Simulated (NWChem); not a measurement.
C$_{2}$H$_{7}$FSi; SMILES C[SiH](C)F

Computed with NWChem. Medium grid unless said otherwise, to which SCAN and Minnesota functionals are sensitive. Coordinates come from a PBE0/def2-SVP optimisation.

### Question
Order these by “dipole (D)”, lowest first: B97-D/def2-SVP; MN15/def2-SVP; r2SCAN0/def2-SVP; Hartree-Fock/def2-SVP.

### Answer
B97-D/def2-SVP (1.82), MN15/def2-SVP (1.89), r2SCAN0/def2-SVP (1.98), Hartree-Fock/def2-SVP (2.12)
